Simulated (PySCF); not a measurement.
**Configurations of DyP**

Unrestricted PBE0; PySCF, spin-free X2C with a Gaussian nucleus, basis sets Dy x2c-SVPall, P x2c-SVPall. The search starts from ions with several 4f fillings and holds each by maximum overlap.

The lowest solution has 2Ms+1 = 6, about 9.1 4f electrons, near 2.32 Å.

The lowest solution of each spin and filling, followed along the bond (rough minima from three points):

```csv
2Ms+1,4f population,⟨S²⟩ at the start,R at minimum (Å),Te (eV)
6,9.10,9.02,2.32,0.00
8,9.13,15.76,2.49,0.16
4,9.49,5.29,2.54,0.24
4,9.51,5.25,2.34,0.71
```

Solutions at the starting distance of 2.360 Å, counted from the lowest; the search is not exhaustive:

```
2Ms+1  4f population  E (eV)   ⟨S²⟩  ⟨Lz²⟩  μ (D)
    6           9.10    0.00   9.02    9.0  -6.39
    6           9.24    0.08   8.95   10.0  -6.59
    8           9.13    0.18  15.76   11.2  -5.56
    8           9.11    0.23  15.76   11.3  -5.60
    6           9.07    0.36   9.76   10.1  -5.48
    4           9.49    0.37   5.29   11.6  -5.92
    8           9.12    0.42  15.76   11.2  -5.59
    4           9.47    0.43   5.29   11.8  -5.91
    8           9.17    0.44  15.77   10.5  -5.27
    6           9.08    0.55   9.74   10.1  -5.35
    4           9.51    0.70   5.25   10.6  -6.60
    4           9.93    0.72   4.90   10.0  -6.58
```

Partly filled real f orbitals mix terms, so no term symbols are given. A population far from a whole number shows f orbitals mixing with d and ligand orbitals, not a clean configuration. A positive dipole means Dy(−)P(+).

Spin–orbit coupling is left out. The state is the lowest single determinant that the PBE0 search found; with open d or f shells the true ground state can be another one.
